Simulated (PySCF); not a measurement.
PySCF input for CH5BOS2, SMILES COB(S)S, IEF-PCM-M06-2X/def2-SVP. Geometry optimised at PBE0-D3(BJ)/def2-SVP. This is a generated structure with no PubChem entry under its InChIKey; it may be hypothetical. Other conformers were not sampled.

```python
import numpy as np
from pyscf import gto, scf, dft
from pyscf.solvent import pcm

mol = gto.M(
    atom='''
    B     0.11626684   -0.13691855   -0.00000000
    O     1.17997043    0.69462404    0.00000000
    C     1.05408326    2.09576741   -0.00000000
    H     0.51531041    2.44896229   -0.89522139
    H     0.51531041    2.44896229    0.89522138
    H     2.06279313    2.53022409    0.00000000
    S     0.39585445   -1.93195105   -0.00000000
    H     1.74299477   -1.83746432   -0.00000000
    S    -1.58148937    0.53329073    0.00000000
    H    -2.21184737   -0.65912312    0.00000000
    ''',
    basis='def2-SVP',
    charge=0,
    spin=0,
    max_memory=1600,
    verbose=3,
)
mf = dft.RKS(mol, xc='m06-2x').density_fit(auxbasis='def2-universal-jkfit')
mf.grids.level = 4
mf.conv_tol = 1e-9
mf.max_cycle = 100
mf.kernel()
res = {}
for name, eps in {'water': 78.355, '2-propanol': 19.264, 'ethylethanoate': 5.9867}.items():
    s = mf.PCM()
    s.with_solvent.method, s.with_solvent.eps, s.with_solvent.lebedev_order = 'IEF-PCM', eps, 29
    s.kernel(mf.make_rdm1())
    res[name] = (s.e_tot, eps, s.dip_moment(), s.mo_energy, s.converged)
    print(f'{name}: electrostatic solvation free energy {(s.e_tot - mf.e_tot) * 627.509474:.3f} kcal/mol')
```

It prints:

```
converged SCF energy = -937.225871828655

WARN: PCM is an experimental feature. It is still in testing.
Features and APIs may be changed in the future.

converged SCF energy = -937.232860522668
Dipole moment(X, Y, Z, Debye):  0.75968,  1.36178,  0.00000
water: electrostatic solvation free energy -4.385 kcal/mol

WARN: PCM is an experimental feature. It is still in testing.
Features and APIs may be changed in the future.

converged SCF energy = -937.232427189496
Dipole moment(X, Y, Z, Debye):  0.75627,  1.35697,  0.00000
2-propanol: electrostatic solvation free energy -4.114 kcal/mol

WARN: PCM is an experimental feature. It is still in testing.
Features and APIs may be changed in the future.

converged SCF energy = -937.231265942817
Dipole moment(X, Y, Z, Debye):  0.74484,  1.34097,  0.00000
ethylethanoate: electrostatic solvation free energy -3.385 kcal/mol
```

The calculation finished and met its thresholds.
